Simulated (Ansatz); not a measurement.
Molecule (SMILES): [BH2] (BH2), doublet.
Atoms: B1, H2, H3. Bonds: B1-H2, B1-H3.

Basis-set convergence of the lowest harmonic wavenumber at MP2 with Ansatz (a program for electronic structure). Each level at its own minimum, finite differences of forces, unscaled; the reference is a large set that could be run, not a limit. Cartesian d functions, on some or all atoms, in 6-31G*, 6-31G**; all else is spherical. Cores are frozen. Open shells are unrestricted. No added dispersion term, no relativity. Reference: the value in def2-QZVPPD, 1039 cm⁻¹. Deviations are taken from unrounded values.

| basis | functions | lowest harmonic wavenumber (cm⁻¹) | minus reference (cm⁻¹) |
|---|---|---|---|
| 6-31G | 13 | 1071 | 32 |
| pcseg-0 | 13 | 1057 | 18 |
| 6-31G* | 19 | 1081 | 42 |
| cc-pVDZ | 24 | 1051 | 12 |
| 6-31G** | 25 | 1096 | 57 |
| 6-311+G** | 34 | 1045 | 6 |
| aug-cc-pVDZ | 41 | 1040 | 1 |
| def2-TZVP | 43 | 1037 | -3 |
| def2-TZVPD | 55 | 1037 | -2 |
| pcseg-2 | 58 | 1056 | 17 |
| jun-cc-pV(T+d)Z | 67 | 1043 | 4 |
| aug-cc-pVTZ | 92 | 1039 | 0 |
| cc-pVQZ | 115 | 1040 | 1 |
